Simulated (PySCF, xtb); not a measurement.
HgCl2, SMILES [Hg]([Cl])[Cl].

GFN2-xTB run with xtb at its own geometry gives an orbital gap of 3.95 eV and a dipole moment of 0.02 D.

Coordinates come from a B3LYP-D3(BJ)/def2-TZVP optimisation. The isomer is the one that the SMILES or the coordinates give; other isomers of the formula were not compared. The def2 effective core potentials stand for the cores of Hg; spin–orbit coupling is left out.

Task: What does PBE/def2-TZVPD (PySCF) give? (Estimate from the structure and the level; the computed values follow.)

Result: gap 4.10 eV (levels -7.60 and -3.50 eV), dipole 0.00 D.
